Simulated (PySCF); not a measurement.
**Correlation energy of O (oxygen, neutral)**

Starting occupation: [He] 2s2 2p4, 2p1/2 with m_j = -1/2, +1/2, 2p3/2 with m_j = +1/2, +3/2. Computed with PySCF 2.14 in x2c-SVPall-2c with one added diffuse shell of s type (4s2p1d, 15 functions), with X2C-1e with screened-nucleus spin-orbit coupling, Gaussian nucleus. Frozen: 1s2; 6 electrons correlated.

MP2 pair energies summed by pair of shells (mhartree):

```tsv
pair	energy	share (%)
2p-2p	-49.71	47.8
2p-2s	-46.59	44.8
2s-2s	-7.68	7.4
```

Total MP2 correlation energy: -103.98 mhartree.

The GHF reference relaxed away from the jj start to a determinant that is no pure jj level (⟨S²⟩ = 2.01, ⟨J²⟩ = 6.01); the energies belong to that determinant.
